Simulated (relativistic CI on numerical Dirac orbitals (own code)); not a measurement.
**Ir6+: L2,3 absorption edge**

Computed with this model: Dirac-Coulomb-Breit CI, separate exchange-only KLI orbitals for each configuration, QED by a radiative potential, valence Slater integrals scaled by 0.9, multiplet model of core-to-valence dipole absorption; configurations [Xe] 4f14 5d3 → [He] 2s2 2p5 3s2 3p6 3d10 4s2 4p6 4d10 4f14 5s2 5p6 5d4; 300 K; Lorentzian 5 eV and Gaussian 1 eV FWHM. Energies are those of the free ion, without screening or charge transfer. The branching ratio is the share of the lower-energy edge in the whole absorption, uncertain by about 0.02 where the edges overlap. S is read from ⟨S²⟩ = S(S + 1).

Field parameters in Wybourne normalisation: D3d B²₀ = −7Dσ, B⁴₀ = −14Dq − 21Dτ, B⁴₃ = −14√(10/7) Dq. The field is a parameter set, without covalency.

Computed curve for D3d, 10Dq = 42750, Dσ = -1200, Dτ = -320 cm⁻¹, scaled to 100 at the maximum (points under 2 are left out and the grid is thinned):

Energy (eV), Intensity and a bar:
```
  11202.0        2.0 
  11203.5        2.4 
  11205.5        3.0 
  11207.0        3.5 
  11209.0        4.7 #
  11210.5        5.9 #
  11212.0        7.7 ##
  11214.0       11.7 ###
  11215.5       17.3 #####
  11217.5       32.3 #########
  11219.0       53.0 ################
  11221.0       80.6 #########################
  11222.5       95.9 #############################
  11224.0       98.0 ##############################
  11226.0       70.6 #####################
  11227.5       44.6 #############
  11229.5       23.0 #######
  11231.0       15.1 ####
  11232.5       10.6 ###
  11234.5        7.2 ##
  11236.0        5.6 #
  11238.0        4.1 #
  11239.5        3.4 
  11241.0        2.8 
  11243.0        2.3 
  12820.5        2.0 
  12822.5        3.0 
  12824.0        4.3 #
  12825.5        6.5 #
  12827.5       12.8 ###
  12829.0       21.4 ######
  12831.0       28.5 ########
  12832.5       26.2 ########
  12834.5       21.2 ######
  12836.0       16.7 #####
  12837.5       11.4 ###
  12839.5        6.1 #
  12841.0        4.0 #
  12843.0        2.6 
  12844.5        2.0
```

The ground state has S = 1.43, and the centroid lies at 11592.62 eV.
